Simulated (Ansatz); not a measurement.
Coupled-cluster run, `O[Si](F)O[SiH3]` radical.

```yaml
crystal:
  periodic: [false, false, false]
  atoms:
    - {symbol: O, position_ang: [-1.047602, 1.999054, 1.147948]}
    - {symbol: Si, position_ang: [-0.902214, 0.376607, 1.030134]}
    - {symbol: F, position_ang: [-0.072222, -0.189175, 2.277149]}
    - {symbol: O, position_ang: [-0.074611, 0.102294, -0.326242]}
    - {symbol: Si, position_ang: [0.743150, -0.941344, -1.295161]}
    - {symbol: H, position_ang: [-1.510304, 2.344184, 1.914005]}
    - {symbol: H, position_ang: [2.104063, -1.167107, -0.750033]}
    - {symbol: H, position_ang: [0.016929, -2.234506, -1.370081]}
    - {symbol: H, position_ang: [0.831311, -0.336207, -2.644720]}
basis:
  gaussian: {orbitals: def2-TZVPP}
magnetization: {spin_polarized: true, initial_magnetization: 1}
correlation: {method: ccsd_t}
scf: {omitted_lower_state_checks: [cluster_reference]}
```

```sh
$ ansatz run in.yaml --threads 2 --pin off --events-out ev --progress --plain --max-ram 32768MiB --backend cuda --devices 0, --max-vram 18GiB
```

Output of Ansatz, abridged:

```
Functional definition: HF
1404 factors; integrals over basis functions are off by at most 1.3e-3 eV
mean field evaluation 1: about -22571.3060 eV, gradient 3.7e1 eV
mean field evaluation 2: about -22571.3130 eV, gradient 3.7e1 eV
mean field evaluation 4: about -22576.7133 eV, gradient 3.1e0 eV
mean field evaluation 8: about -22576.8318 eV, gradient 1.9e-1 eV
mean field -22576.83246548 eV, -829.6832899795 hartree, gradient 5.1e-6 eV, S^2 0.752777; 0 other end points of the search recorded, 0 dependent functions left out
13 core orbitals not correlated: weight in the atoms' cores, before any rotation towards them, 1.000 or more for the frozen orbitals, at most 0.000 for the correlated occupied ones
reference -22576.83246548 eV, -829.6832899795 hartree; 16, 15 occupied and 204, 205 virtual orbitals, 1404 factors
second order -25.50949997 eV of doubles, -0.00000000 eV of singles
cycle   1  -25.51980021 eV  change   -1.0e-2 eV  update   1.1e-1
cycle   2  -26.10823705 eV  change   -5.9e-1 eV  update   3.2e-2
cycle   3  -26.25547751 eV  change   -1.5e-1 eV  update   1.8e-2
cycle   4  -26.24120426 eV  change    1.4e-2 eV  update   4.8e-3
cycle   5  -26.23891453 eV  change    2.3e-3 eV  update   2.4e-3
cycle   6  -26.24017883 eV  change   -1.3e-3 eV  update   8.2e-4
cycle   7  -26.24003333 eV  change    1.5e-4 eV  update   3.5e-4
cycle   8  -26.24005585 eV  change   -2.3e-5 eV  update   1.2e-4
cycle   9  -26.24010711 eV  change   -5.1e-5 eV  update   4.4e-5
cycle  10  -26.24009194 eV  change    1.5e-5 eV  update   1.8e-5
perturbative correction -0.86097810 eV, -0.0316403617 hartree
Total energy: -22603.93353552 eV, -830.6792359338 hartree
Checks for a lower state left out: cluster_reference
```

It took 13 s on 2 threads of an AMD EPYC 7R13 on a shared host and a share of an NVIDIA H100 80 GB, with 0.82 GiB of host memory at the peak.

The correlation energy is -27.101 eV, 3.2 % of it from (T); the T1 diagnostic reads 0.0136.
